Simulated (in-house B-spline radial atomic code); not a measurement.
## RPA correlation on PBEsol: Tc²⁺

Configuration [Kr] 4d5, highest spin, mean-field start PBEsol. Computed with a B-spline radial code for spherical atoms: all electrons, non-relativistic, point nucleus, each spin shell either full or empty, empty states to l = 9 with an (l + 1/2)⁻⁴ tail; G0W0 by contour deformation at full frequency.

Without relativity these are model numbers: it shifts the levels of so heavy an element strongly and can reorder them.

The highest G0W0 level has too low a weight to be given.

Command:
```bash
python run_gw.py task.json out
```
Settings (radii: box in bohr, nucleus in fm):
```
Z                        43
electrons                41
configuration            [Kr] 4d5
hamiltonian              nr
method                   pbesol
lmax                     9
spin_polarised           True
box_radius               17.55
intervals                53
```

Run time, properties included: 6.6 s on 1 thread of AMD EPYC 7R43 64-Core Processor (shared host).

Energies (hartree):

```tsv
term	value
mean-field total	-4203.46843
Hartree-Fock functional on these orbitals	-4204.06169
direct second order	-3.4538
second-order exchange	0.99918
SOSEX correction	0.92697
```

Q: What is the RPA correlation energy, and what remains with SOSEX?

A: RPA gives -3.0364 hartree (-2.02 eV per electron); RPA + SOSEX gives -2.1095, and the second-order doubles -2.4546 hartree (no singles). SOSEX takes back 31 % of the RPA value.
